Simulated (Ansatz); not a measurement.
Z-matrix (Å, degrees):
```
N
B 1 1.384
H 1 1.005 2 122.3
H 1 1.005 2 122.3 3 -180.0
Cl 2 1.761 1 120.3 3 -180.0
Cl 2 1.761 1 120.3 3 -0.0
```

Total charge 0; spin multiplicity 1.

(1) List the CAM-B3LYP/def2-TZVPP orbital energies in eV (Ansatz). (Estimate.)

Answers

(1) Ansatz gave: Occupied: -2764.39, -2764.39, -392.07, -259.19, -259.19, -198.24, -198.24, -198.11, -198.11, -198.08, -198.08, -188.09, -26.92, -25.16, -24.58, -16.84, -16.62, -14.31, -12.76, -12.41, -10.95, -10.59, -10.20, -9.98. Lowest empty: 1.36, 1.47, 2.74, 2.91, 3.71, 4.15, 4.32, 4.89.
